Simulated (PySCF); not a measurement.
# A thermochemical cycle for CaIn

PBE in PySCF with def2-SVP on every atom (core potentials on In), for the lowest determinant that a PBE0 search found; no spin–orbit coupling. CaIn, a doublet (π ↑), has De = 0.72 eV to neutral atoms, and CaIn⁺, a singlet (closed shell), has De = 1.35 eV to Ca + In⁺.

The adiabatic ionisation energy of CaIn, between the minima, is 4.95 eV.

Q: Which ionisation energy of the In atom does this level give?

A: IE(In) = IE(molecule) + De(ion) − De(neutral) = 4.95 + 1.35 − 0.72 = 5.58 eV; the measured value is 5.786 eV (NIST ASD).

Closed-shell solutions of metal pairs were not tested for spin polarisation, which can lower them a little. Spin–orbit coupling is left out, which matters for elements this heavy, above all for dissociation energies. For an ion De counts to the pair picked by the measured ionisation energies or electron affinities, which need not be the lowest pair at this level. States were picked by a PBE0 search and need not be the measured ground states.
